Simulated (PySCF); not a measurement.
## From a computed spectrum to the compound

A species of 3 atoms with charge 1 has these harmonic modes (PBE0, small Gaussian bases with core potentials, PySCF 2.14.0):

```csv
cm⁻¹,km/mol,symmetry
78,0.8,a1
262,30.5,b2
263,8.0,a1
```

Which species is it, and in which structure?

[BiBr2]+ (singlet):
```xyz
3

Bi    0.0000    0.0000   -0.6913
Br    1.9439    0.0000    0.9153
Br   -1.9439    0.0000    0.9153
```
Ideal gas at 298.15 K and 1 bar: S = 332.7 J/(mol K), Cp = 56.1 J/(mol K), H − H(0 K) = 14.4 kJ/mol (rigid rotor, harmonic modes, spin degeneracy alone). 
 This is one of several that fit.
